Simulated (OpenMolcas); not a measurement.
# What dynamic correlation does to the levels of Te5+

```
Program             : OpenMolcas 26.06
Basis               : ANO-RCC-VTZP [7s6p4d2f1g]
Scalar Hamiltonian  : DKH2, point nucleus
Active space        : 1 electron in 4 orbitals (5s 5p)
State averaging     : 2S+1 = 2 even, 1 root; 2S+1 = 2 odd, 3 roots
Spin-orbit coupling : RASSI with atomic mean-field integrals over the reference wave functions, term energies averaged over their components
```

Methods on the same reference wave functions:
A. CASSCF
B. SS-CASPT2, IPEA 0.25 Eh, imaginary shift 0.1 Eh (closed shells correlated: 4d)
C. XMS-CASPT2, IPEA 0.25 Eh, imaginary shift 0.1 Eh (closed shells correlated: 4d)

Energies in cm-1 above 5s 2S 1/2, the measured ground level; measured values from the list in Rauch et al., Astron. Astrophys. 606, A105 (2017).

```csv
Level,A,B,C,Measured
5s 2S 1/2,0.0,0.0,0.0,0.0
5p 2P* 1/2,91623,94150,93790,93335
5p 2P* 3/2,102425,104950,104590,105150
```

Deviations, from unrounded energies. A percentage is the sum of absolute deviations over the sum of measured energies, with the sign that they share, or ± where signs differ.

```
           Against measurement  Levels     A     B     C
mean absolute deviation (cm-1)       2  2200   510   510
      other configurations (%)       2  -2.2  ±0.5  ±0.5
```

B, C lie about equally close to measurement and A furthest from it. The largest miss of C in the table is 5p 2P* 3/2, by -560 cm-1. The ranking rests on the paired levels alone, and a cruder setting can come out closer through cancelling errors.

Between B and C the level of the table that moves most is 5p 2P* 1/2, by 360 cm-1 (lowest in C, highest in B). Moves below CASPT2's spread within the term are not significant.

The two smallest mean deviations differ by little beside CASPT2's spread within terms, so their order carries little weight.

The lowest spin-free term lies below A's lowest term by 0.373 hartree in B, 0.373 hartree in C.

Term energies are means over components that CASPT2 splits; among the terms shown or strongly mixed into the levels shown the widest spread is 25 cm-1 (5p 2P*, C). With one active electron the reference holds no correlation, so core polarisation is missing (holds for A). With one active electron, CASPT2 adds the correlation within the correlated inactive shells and between them and that electron, and leaves the splitting within a term as the reference gives it (holds for B; C). Computed and measured levels are paired by configuration, term and J; levels that our copy of the source lacks, or whose pairing is in doubt (as where it misses far off the trend of its configuration), stay unpaired and out of the deviations. Only configurations of the active space appear.

* marks odd parity.
